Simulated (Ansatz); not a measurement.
Molecule: sum formula H6Si2NO, charge 0, multiplicity 2. It need not be the lowest isomer of its formula. SMILES: N[SiH2]O[SiH2]
Coordinates optimised at B3LYP-D3(BJ)/def2-TZVP (Ansatz, a first-principles code):
```
O
Si 1 1.6389
Si 1 1.6486 2 145.51
N 3 1.7073 1 115.51 2 19.12
H 4 1.0068 3 122.35 1 -82.95
H 4 1.0069 5 111.94 3 -160.75
H 3 1.4753 1 105.74 2 138.86
H 3 1.4765 7 112.93 1 -117.03
H 2 1.4879 1 107.93 3 -171.22
H 2 1.4923 9 109.89 1 -120.18
```
Charge 0, spin multiplicity 2.

Property: atomisation energy (electronic, to ground-state atoms), in kJ/mol. Correlated levels leave the core frozen unless marked. Open shells are spin-unrestricted. Spin-orbit coupling is left out. No relativistic terms. The coupled-cluster limit lacks core correlation, which all-electron functionals hold. Basis-set limits of correlation are two-point, X^-3; Hartree-Fock from the larger set. [CCSD(T)-MP2]/basis is that difference in the basis named.

| level | program | atomisation energy (kJ/mol) | minus last row |
|---|---|---|---|
| BLYP-D4/def2-TZVPD | Ansatz + dftd4 | 3336.9 | -22.1 |
| B3LYP-D3(BJ)/def2-TZVPD | Ansatz + dftd3 | 3351.6 | -7.4 |
| PBE0/def2-TZVP | Ansatz | 3277.8 | -81.2 |
| PBE0/def2-QZVPP | Ansatz | 3291.2 | -67.8 |
| r2SCANh-D4/def2-TZVPD | Ansatz + dftd4 | 3318.1 | -40.9 |
| wB97M-V/def2-TZVPD | Ansatz | 3346.1 | -12.9 |
| B2GP-PLYP/def2-TZVPD | Ansatz | 3288.0 | -71.0 |
| RPA@PBE/cc-pV(T+d)Z | Ansatz | 3127.6 | -231.4 |
| MP2/aug-cc-pV(T+d)Z | Ansatz | 3304.8 | -54.2 |
| RI-MP2/CBS(aug-cc-pV(T+d)Z,aug-cc-pV(Q+d)Z) | Ansatz | 3394.3 | 35.3 |
| CCSD/6-31G* | Ansatz | 2872.5 | -486.5 |
| CCSD/cc-pV(T+d)Z | Ansatz | 3201.1 | -157.9 |
| CCSD(T)/cc-pV(Q+d)Z | Ansatz | 3314.8 | -44.2 |
| RI-MP2/CBS(aug-cc-pV(T+d)Z,aug-cc-pV(Q+d)Z)+[CCSD(T)-MP2]/aug-cc-pV(D+d)Z | Ansatz | 3352.7 | -6.3 |
| CCSD(T)/CBS(aug-cc-pV(T+d)Z,aug-cc-pV(Q+d)Z) | Ansatz | 3359.0 | 0.0 |
